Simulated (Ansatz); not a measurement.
Si2Mo⁺. Total charge 1; doublet. Geometry PBE0-D4/def2-TZVP, that of the neutral singlet; atoms count from 1.

```xyz
3

Mo   -0.912   -0.112    0.819
Si   -0.129    0.979   -0.935
Si    1.041   -0.868    0.116
```

In the def2 sets Mo takes a core potential; there is no spin–orbit coupling. The charge 1 doublet is spin-contaminated (final ⟨S²⟩ up to 1.41, 0.75 for a pure state). The structure comes from a short search, and lower isomers may exist.

Estimate the Mulliken populations from the PBE0/def2-TZVP orbitals of Ansatz.


```json
{"atom": "Mo1", "charge (e)": "0.68", "spin (α − β)": "2.05", "d electrons": "4.94"}
{"atom": "Si2", "charge (e)": "0.16", "spin (α − β)": "-0.52", "d electrons": "–"}
{"atom": "Si3", "charge (e)": "0.16", "spin (α − β)": "-0.52", "d electrons": "–"}
```
Mulliken values depend strongly on the basis.

Where does the spin sit?

Summed by element: Mo 2.05, Si -1.05, of 1 unpaired in all. Largest on single atoms: Mo1 2.05, Si2 -0.52, Si3 -0.52.

And the Mayer bond orders between heavy atoms (over 0.3)?

Mo1–Si2 1.96 (2.21 Å); Mo1–Si3 1.96 (2.21 Å); Si2–Si3 0.80 (2.43 Å).
